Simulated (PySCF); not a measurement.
SnH at r²SCAN

Level: r²SCAN. PySCF, scalar-relativistic core potentials, basis sets Sn aug-cc-pVDZ-PP with ECP28, H aug-cc-pVDZ.

```
state                                           : ²Π (doublet), unpaired electrons π ↑
bond length                                     : 1.786 Å
harmonic wavenumber                             : 1689 cm⁻¹
force constant                                  : 1.68 mdyn/Å
rotational constant Be                          : 5.288 cm⁻¹
anharmonicity ωexe                              : 25.5 cm⁻¹
vibration–rotation constant αe                  : 0.136 cm⁻¹
well depth De to Sn + H                         : 60.5 kcal/mol
dissociation energy D0                          : 58.1 kcal/mol
bond order (Mayer)                              : 0.94
dipole moment (positive dipole means Sn(−)H(+)) : -0.55 D
```

Spin–orbit coupling is left out, which matters for elements this heavy, above all for dissociation energies. The state is the lowest determinant that a PBE0 search found; another state may lie lower at other levels.
